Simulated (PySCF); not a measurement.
Computed shifts of a molecule C₅H₁₀O, PySCF with PBE0/pcSseg-1, GIAO, gas phase, equivalent atoms averaged, in ppm (number of nuclei): ¹³C: 68.7 (1), 21.4 (1), 19.2 (1), 6.3 (1), 0.3 (1). ¹H: 4.28 (1), 1.40 (1), 0.95 (3), 0.78 (1), 0.52 (1), 0.45 (1), 0.38 (1), 0.09 (1). References: ¹³C against TMS (σ = 186.3 ppm); ¹⁷O against H2O (σ = 334.2 ppm); ¹H against TMS (σ = 31.56 ppm), references at their B3LYP-D3(BJ)/def2-TZVP geometries, non-relativistic. Geometry optimised at PBE0-D3(BJ)/def2-SVP. One conformer was computed; it need not be the lowest.

**Question.** Which molecule gave these data?
A. C[C@H](O)C1CC1
B. C=COC(C)C
C. CC1(C)COC1
D. CC[C@@H]1CCO1

**Answer.** A, C[C@H](O)C1CC1
